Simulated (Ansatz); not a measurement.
Reaction (substitution at a C–O bond): `CO[SiH](Br)OC` + `N[SiH](F)S` → `CS[SiH](N)F` + `CO[SiH](O)Br`

Gas-phase electronic energies from Ansatz, PBE0-D4/def2-TZVP geometries. CCSD(T)/CBS adds triple-zeta CCSD(T) − MP2 to the extrapolated MP2 energy (def2 sets, frozen cores). For Br outer-core shells are correlated without core-valence functions, which leaves a few kJ/mol of doubt a bond. Scalar relativity is left out up to krypton. One conformer a species, not always the lowest.

| level | ΔE (kJ/mol) |
| --- | --- |
| MP2/def2-TZVPP | -47.4 |
| SCS-MP2/def2-TZVPP | -42.3 |

Problem. What does CCSD(T)/CBS give? (Best estimate.)

Solution. The calculation gave: -45.8 kJ/mol. The listed levels differ from it by -1.6, 3.5 kJ/mol.

Largest T1 diagnostic among the species: 0.011.

In def2-TZVPP, CCSD(T) changes the Hartree–Fock value by −9.0 kJ/mol (the triples alone add −1.8 kJ/mol) and MP2 by −15.1 kJ/mol.
